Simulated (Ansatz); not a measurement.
`C[SiH2]CS`, relaxed with RKS PBE-D4/def2-SVP in the Gaussian-basis code of Ansatz from a rough embedded geometry. The force threshold is 0.03 eV/Å; the program also tests the step.

Total charge 0; spin multiplicity 1.

Start:

```xyz
12

C    -1.252    0.993   -0.523
Si    0.310    0.673    0.283
C     1.000   -0.959   -0.200
S     0.048   -2.339    0.354
H    -2.075    0.276   -0.253
H    -1.684    2.024   -0.278
H    -1.190    0.991   -1.644
H     0.176    0.729    1.723
H     1.292    1.790   -0.088
H     1.126   -1.025   -1.291
H     2.041   -1.065    0.219
H     0.208   -2.087    1.699
```

Question: By how much does the energy fall, and how many steps does the optimiser take? (Estimate.)

Answer: The calculation gave: 0.33 eV, in 6 steps, 1 of them rejected.

Question: Which bonds change most? (An estimate is asked.)

Answer: The calculation gave: C1–Si2 from 1.787 to 1.885 Å; C3–S4 from 1.765 to 1.841 Å; Si2–C3 from 1.837 to 1.904 Å; Si2–H8 from 1.447 to 1.509 Å.

Question: Give the relaxed structure. (Best estimate.)

Answer: The calculation gave: 
```xyz
12

C    -1.310    0.990   -0.529
Si    0.376    0.741    0.276
C     1.095   -0.959   -0.191
S     0.002   -2.339    0.345
H    -1.970    0.134   -0.280
H    -1.792    1.925   -0.179
H    -1.214    1.042   -1.633
H     0.258    0.780    1.780
H     1.340    1.826   -0.142
H     1.145   -1.047   -1.297
H     2.128   -1.105    0.189
H    -0.057   -1.987    1.661
```
